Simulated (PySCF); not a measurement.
C2H6N2OSi, SMILES N[Si@@H]1COC=N1. The structure is a stationary point at PBE-D3(BJ)/def2-SVP. The structure was generated by enumeration; whether it is a known compound was not checked. The values are those of a single conformer.

Computed equilibrium geometry at PBE-D3(BJ)/def2-SVP (PySCF confirms it by a frequency run) as bond lengths and angles (one conformer of several):
Atoms: N1 Si2 C3 O4 C5 N6 H7 H8 H9 H10 H11 H12. Bonded distances (Å): N1–Si2 1.734, N1–H7 1.024, N1–H8 1.023, Si2–C3 1.927, Si2–N6 1.781, Si2–H9 1.499, C3–O4 1.454, C3–H10 1.110, C3–H11 1.110, O4–C5 1.369, C5–N6 1.280, C5–H12 1.110. Bond angles (°): Si2–N1–H7 119.5, Si2–N1–H8 118.4, H7–N1–H8 110.2, N1–Si2–C3 112.9, N1–Si2–N6 118.4, N1–Si2–H9 105.7, C3–Si2–N6 91.6, C3–Si2–H9 116.2, N6–Si2–H9 112.1, Si2–C3–O4 103.9, Si2–C3–H10 114.5, Si2–C3–H11 114.2, O4–C3–H10 108.0, O4–C3–H11 108.2, H10–C3–H11 107.7, C3–O4–C5 111.4, O4–C5–N6 125.5, O4–C5–H12 109.5, N6–C5–H12 125.0, Si2–N6–C5 107.6.
Charge 0, spin multiplicity 1.
